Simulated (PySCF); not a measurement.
**SMILES C(/C=C/C=C(\C#C)[O-])=O, [C$_{7}$H$_{5}$O$_{2}$]-, charge -1**

Molfile (atoms numbered from 1):
```
C7H5O2
     RDKit          3D

 14 13  0  0  0  0  0  0  0  0999 V2000
    3.1543   -1.8064    0.6603 C   0  0  0  0  0  0  0  0  0  0  0  0
    2.7295   -0.7223    0.3108 C   0  0  0  0  0  0  0  0  0  0  0  0
    2.3051    0.6282   -0.1259 C   0  0  0  0  0  0  0  0  0  0  0  0
    3.1981    1.4386   -0.4057 O   0  0  0  0  0  0  0  0  0  0  0  0
    0.9048    0.8697   -0.1829 C   0  0  0  0  0  0  0  0  0  0  0  0
   -0.0839   -0.0592    0.1383 C   0  0  0  0  0  0  0  0  0  0  0  0
   -1.4608    0.1034    0.1076 C   0  0  0  0  0  0  0  0  0  0  0  0
   -2.3431   -0.9555    0.4705 C   0  0  0  0  0  0  0  0  0  0  0  0
   -3.5708   -0.9483    0.4887 O   0  0  0  0  0  0  0  0  0  0  0  0
    3.5305   -2.7632    0.9686 H   0  0  0  0  0  0  0  0  0  0  0  0
    0.6261    1.8773   -0.5092 H   0  0  0  0  0  0  0  0  0  0  0  0
    0.2716   -1.0507    0.4582 H   0  0  0  0  0  0  0  0  0  0  0  0
   -1.9086    1.0558   -0.1978 H   0  0  0  0  0  0  0  0  0  0  0  0
   -1.7899   -1.8963    0.7702 H   0  0  0  0  0  0  0  0  0  0  0  0
  1  2  3  0
  2  3  1  0
  3  4  1  0
  3  5  2  0
  5  6  1  0
  6  7  2  0
  7  8  1  0
  8  9  2  0
  1 10  1  0
  5 11  1  0
  6 12  1  0
  7 13  1  0
  8 14  1  0
M  CHG  1   4  -1
M  END
```

Computed with TDDFT CAM-B3LYP/aug-cc-pVDZ excited states, vertical, gas phase (PySCF 2.14.0). Geometry: PBE0-D3(BJ)/def2-SVP.

For a gas-phase anion, states above the detachment energy (about 2.6 eV, taken as minus the energy of the highest occupied orbital) lie in the continuum and depend on the basis.

(1) Give the one- and two-photon strengths of the lowest singlets.

## Answers

(1) δ for parallel linear polarisation; σ at the peak of a Lorentzian of half width 0.1 eV, single beam; Ω is circular over linear.
```
state  E (eV)      f  photon λ (nm)  δ (au)  σ (GM)     Ω                                    main
   S1    3.76  0.752            660     749    3.87  0.93                        HOMO→LUMO+1 0.96
   S2    3.77  0.002            658    93.5    0.49  1.50        HOMO→LUMO 0.75, HOMO→LUMO+2 0.10
   S3    3.88  0.000            639    62.2    0.34  1.50                        HOMO→LUMO+2 0.80
   S4    4.22  0.000            588    0.15    0.00  1.50  HOMO−2→LUMO+1 0.52, HOMO−1→LUMO+1 0.35
   S5    4.24  0.000            585     112    0.73  1.50        HOMO→LUMO+3 0.76, HOMO→LUMO 0.14
   S6    4.41  0.000            563    1.13    0.01  1.50  HOMO−2→LUMO+1 0.35, HOMO−1→LUMO+1 0.34
```

Among these, the strongest one-photon state is S1, the strongest two-photon state S1.
